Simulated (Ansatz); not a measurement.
Consider the atomization: `[CH3][Sn][CH3]` → 2 C• + 6 H• + Sn•.

Gas-phase electronic energies from Ansatz, PBE0-D4/def2-TZVP geometries. CBS: MP2 limit from def2 TZ/QZ plus the TZ coupled-cluster correction, frozen cores. This one scheme is used for every species, atoms too. DFT in def2-TZVPP. HSE06 is defined as in plane-wave codes. Open shells (•) are unrestricted, without spin–orbit coupling. Spin–orbit coupling would lower the free atoms: a little for C; strongly for Sn. def2 core potentials past Kr. For Sn outer-core shells are correlated without core-valence functions, so the limit isn't a true one: a few kJ/mol of doubt a bond, and 10 to 20 or more in all where bonds break to atoms.

```tsv
level	ΔE (kJ/mol)	difference from CCSD(T)/CBS
revPBE-D4	3038.6	-37.0
r2SCAN-D4	3060.2	-15.4
PBE0-D4	3061.4	-14.2
HSE06-D4	3062.6	-13.0
BHLYP-D4	3000.6	-75.0
CAM-B3LYP-D4	3071.3	-4.3
PBE	3082.7	7.1
BLYP	3020.2	-55.4
LC-ωPBE	3031.3	-44.3
HF/def2-SVP	2277.1	-798.5
CCSD/def2-SVP	2874.2	-201.4
MP2/def2-TZVPP	3003.6	-72.0
SCS-MP2/def2-TZVPP	3009.1	-66.5
HF/def2-QZVPP	2271.4	-804.2
MP2/def2-QZVPP	3046.7	-28.9
MP2/CBS(def2)	3076.1	0.5
CCSD(T)/CBS	3075.6	0
```

Largest T1 diagnostic among the species: 0.013.

Leaving LDA and LC-ωPBE aside and taking each functional with its dispersion term where it has one, the values, not all of them listed here, spread over 98.1 kJ/mol, from BHLYP-D4 to PBE-D4. LDA lies +365.2 kJ/mol from PBE without D4, its usual overbinding. From r2SCAN to r2SCAN0 (25 % exact exchange), in def2-TZVPP and without D4, ΔE moves by −31.3 kJ/mol: exact exchange takes away binding that semilocal exchange gives to molecules.

For atomizations the MP2-based limit and the directly extrapolated one differ by several kJ/mol either way, and by 10 to 25 for some Ge, Se and Sn compounds, so smaller differences from it don't rank the levels.
